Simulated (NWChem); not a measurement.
System: CH$_{4}$Cl$_{2}$SSi; SMILES CS[SiH](Cl)Cl

Here is an NWChem input.

```
start job
memory heap 200 mb stack 900 mb global 1100 mb
geometry units angstroms noautosym nocenter noautoz
  Si     0.021637    -0.343417     0.461250
  Cl     1.946123    -0.375323    -0.286724
  Cl    -0.966486    -2.059626    -0.072214
  S     -1.091493     1.256296    -0.362979
  C     -0.023754     2.655377     0.122951
  H      0.149683    -0.289834     1.938324
  H     -0.475468     3.551717    -0.322069
  H      0.008200     2.779407     1.214435
  H      0.992199     2.530084    -0.275612
end
basis spherical
  Si library def2-svp
  Cl library def2-svp
  S library def2-svp
  C library def2-svp
  H library def2-svp
end
dft
  xc b3lyp
  iterations 150
  mulliken
end
task dft energy
esp
  recalculate
  probe 0.07
  range 0.3
  factor 1.0
  spacing 0.02
end
task esp
```

Parts of the log:

```
             Northwest Computational Chemistry Package (NWChem) 7.3.0
             --------------------------------------------------------

                             Geometry "geometry" -> ""
                             -------------------------

 Output coordinates in angstroms (scale by  1.889725989 to convert to a.u.)

  No.       Tag          Charge          X              Y              Z
 ---- ---------------- ---------- -------------- -------------- --------------
    1 Si                  14.0000     0.02163700    -0.34341700     0.46125000
    2 Cl                  17.0000     1.94612300    -0.37532300    -0.28672400
    3 Cl                  17.0000    -0.96648600    -2.05962600    -0.07221400
    4 S                   16.0000    -1.09149300     1.25629600    -0.36297900
    5 C                    6.0000    -0.02375400     2.65537700     0.12295100
    6 H                    1.0000     0.14968300    -0.28983400     1.93832400
    7 H                    1.0000    -0.47546800     3.55171700    -0.32206900
    8 H                    1.0000     0.00820000     2.77940700     1.21443500
    9 H                    1.0000     0.99219900     2.53008400    -0.27561200

 Effective nuclear repulsion energy (a.u.)     431.5691355822

                                 NWChem DFT Module
                                 -----------------

 Summary of "ao basis" -> "ao basis" (spherical)
 ------------------------------------------------------------------------------
       Tag                 Description            Shells   Functions and Types
 ---------------- ------------------------------  ------  ---------------------
 Si                         def2-svp                 8       18   4s3p1d
 Cl                         def2-svp                 8       18   4s3p1d
 S                          def2-svp                 8       18   4s3p1d
 C                          def2-svp                 6       14   3s2p1d
 H                          def2-svp                 3        5   2s1p

            General Information
            -------------------
          SCF calculation type: DFT
          Wavefunction type:  closed shell.
          No. of atoms     :     9
          No. of electrons :    74
           Alpha electrons :    37
            Beta electrons :    37
          Charge           :     0
          Spin multiplicity:     1
          Use of symmetry is: off; symmetry adaption is: off
          Maximum number of iterations: 150
          AO basis - number of functions:   106
                     number of shells:    50
          Convergence on energy requested:  1.00D-06
          Convergence on density requested:  1.00D-05
          Convergence on gradient requested:  5.00D-04

              XC Information
              --------------
                         B3LYP Method XC Potential
                     Hartree-Fock (Exact) Exchange  0.200
                        Slater Exchange Functional  0.800 local
                    Becke 1988 Exchange Functional  0.720 non-local
              Lee-Yang-Parr Correlation Functional  0.810
                  VWN I RPA Correlation Functional  0.190 local

             Grid Information
             ----------------
          Grid used for XC integration:  medium
          Radial quadrature: Mura-Knowles
          Angular quadrature: Lebedev.
          Tag              B.-S. Rad. Rad. Pts. Rad. Cut. Ang. Pts.
          ---              ---------- --------- --------- ---------
          Si                  1.10       88          11.0       590
          Cl                  1.00       88          13.0       590
          S                   1.00       88           9.0       590
          C                   0.70       49          11.0       434
          H                   0.35       45          12.0       434
          Grid pruning is: on
          Number of quadrature shells:   581
          Spatial weights used:  Erf1

      Superposition of Atomic Density Guess
      -------------------------------------

 Sum of atomic energies:       -1644.35482774

      Non-variational initial energy
      ------------------------------

 Total energy =   -1646.058647
 1-e energy   =   -3133.102892
 2-e energy   =    1055.475110
 HOMO         =      -0.291126
 LUMO         =       0.055028

     ---------------------------------------------
      Total Density - Mulliken Population Analysis
     ---------------------------------------------

    Atom       Charge   Shell Charges
 -----------   ------   -------------------------------------------------------
    1 Si  14    12.85   2.00  1.99  0.94  0.11  5.93  0.88  0.75  0.25
    2 Cl  17    17.42   2.00  1.99  1.22  0.72  5.94  2.16  3.36  0.01
    3 Cl  17    17.40   2.00  1.99  1.22  0.72  5.94  2.16  3.35  0.01
    4 S   16    16.39   2.00  1.99  1.20  0.66  5.94  1.79  2.76  0.05
    5 C    6     6.21   1.99  0.94  0.26  1.92  1.08  0.02
    6 H    1     1.08   0.70  0.37  0.01
    7 H    1     0.88   0.67  0.19  0.02
    8 H    1     0.89   0.67  0.19  0.02
    9 H    1     0.89   0.67  0.19  0.02

   convergence    iter        energy       DeltaE   RMS-Dens  Diis-err
 ---------------- ----- ----------------- --------- --------- ---------
 d= 0,ls=0.0,diis     1  -1648.1707431838 -2.08D+03  1.26D-02  6.55D-01
 d= 0,ls=0.0,diis     2  -1648.1543970991  1.63D-02  8.08D-03  6.07D-01
 d= 0,ls=0.0,diis     3  -1648.2412325830 -8.68D-02  1.84D-03  4.09D-02
 d= 0,ls=0.0,diis     4  -1648.2471882194 -5.96D-03  3.22D-04  9.72D-04
 d= 0,ls=0.0,diis     5  -1648.2473067852 -1.19D-04  8.58D-05  7.80D-05
  Resetting Diis
 d= 0,ls=0.0,diis     6  -1648.2473167185 -9.93D-06  2.62D-05  9.97D-06
 d= 0,ls=0.0,diis     7  -1648.2473180931 -1.37D-06  1.31D-05  4.18D-07
 d= 0,ls=0.0,diis     8  -1648.2473180565  3.66D-08  7.22D-06  6.84D-07

         Total DFT energy =    -1648.247318056513
      One electron energy =    -3135.539300580542
           Coulomb energy =     1165.892710538429
    Exchange-Corr. energy =     -110.169863596587
 Nuclear repulsion energy =      431.569135582186

 Numeric. integr. density =       73.999999859617

                       DFT Final Molecular Orbital Analysis
                       ------------------------------------

 Vector   35  Occ=2.000000D+00  E=-3.249402D-01
              MO Center=  5.1D-01, -1.1D+00, -1.6D-01, r^2= 4.2D+00
   Bfn.  Coefficient  Atom+Function         Bfn.  Coefficient  Atom+Function
  ----- ------------  ---------------      ----- ------------  ---------------
    47      0.416410  3 Cl px                30      0.407940  2 Cl py
    44      0.315449  3 Cl px                27      0.308221  2 Cl py
    41      0.182131  3 Cl px                24      0.178293  2 Cl py
    29      0.170434  2 Cl px                31      0.145134  2 Cl pz
    49     -0.127456  3 Cl pz                26      0.126359  2 Cl px

 Vector   36  Occ=2.000000D+00  E=-3.096872D-01
              MO Center= -9.5D-02,  2.2D-01, -4.1D-05, r^2= 5.0D+00
   Bfn.  Coefficient  Atom+Function         Bfn.  Coefficient  Atom+Function
  ----- ------------  ---------------      ----- ------------  ---------------
    65      0.279243  4 S  px                31      0.268228  2 Cl pz
    62      0.214800  4 S  px                49      0.202891  3 Cl pz
    28      0.199985  2 Cl pz                87     -0.200016  6 H  s
    67      0.190765  4 S  pz                66     -0.170132  4 S  py
    88     -0.168635  6 H  s                 30     -0.156008  2 Cl py

 Vector   37  Occ=2.000000D+00  E=-2.607449D-01
              MO Center= -8.4D-01,  1.2D+00, -2.3D-01, r^2= 2.4D+00
   Bfn.  Coefficient  Atom+Function         Bfn.  Coefficient  Atom+Function
  ----- ------------  ---------------      ----- ------------  ---------------
    67      0.524767  4 S  pz                64      0.373015  4 S  pz
    65     -0.311738  4 S  px                62     -0.221802  4 S  px
    61      0.211278  4 S  pz                97     -0.128704  8 H  s
    29     -0.126390  2 Cl px                59     -0.125513  4 S  px
   102      0.118619  9 H  s                 88     -0.112644  6 H  s

[...]

                     NWChem Electrostatic Potential Fit Module
                     -----------------------------------------

 Atom parameters

 Number of atoms is                                    9
 Number of basis functions is                        106

 Grid parameters

 Maximum number of grid points is                  40453
 Number of grid points is                          40452
 Grid range                                     0.300000 nm
 Grid spacing                                   0.020000 nm
 Probe radius                                   0.070000 nm
 Atom radius factor                             1.000000

 Atomic radii

    1    0.100000
    6    0.147000
   14    0.187000
   16    0.174000
   17    0.169000
 FASTESP  F
  using M.O. file = ./job.movecs

    Atom              Coordinates                           Charge

                                                  ESP

    1 Si    0.002164   -0.034342    0.046125    0.522002
    2 Cl    0.194612   -0.037532   -0.028672   -0.188907
    3 Cl   -0.096649   -0.205963   -0.007221   -0.161815
    4 S    -0.109149    0.125630   -0.036298   -0.266689
    5 C    -0.002375    0.265538    0.012295    0.088474
    6 H     0.014968   -0.028983    0.193832   -0.082199
    7 H    -0.047547    0.355172   -0.032207    0.058469
    8 H     0.000820    0.277941    0.121444    0.013423
    9 H     0.099220    0.253008   -0.027561    0.017242
                                            ------------
                                               -0.000000

 Dipole moment                                  0.957808

 Quadrupole moment Qxx                         -8.325399
                   Qyy                          7.618977
                   Qzz                          0.706422

 RMS deviation kJ/mol                           0.073302

 RRMS %                                        42.129726
```

Level: B3LYP/def2-SVP. Coordinates come from a PBE0/def2-SVP optimisation. B3LYP is NWChem's, with the RPA form of VWN correlation.
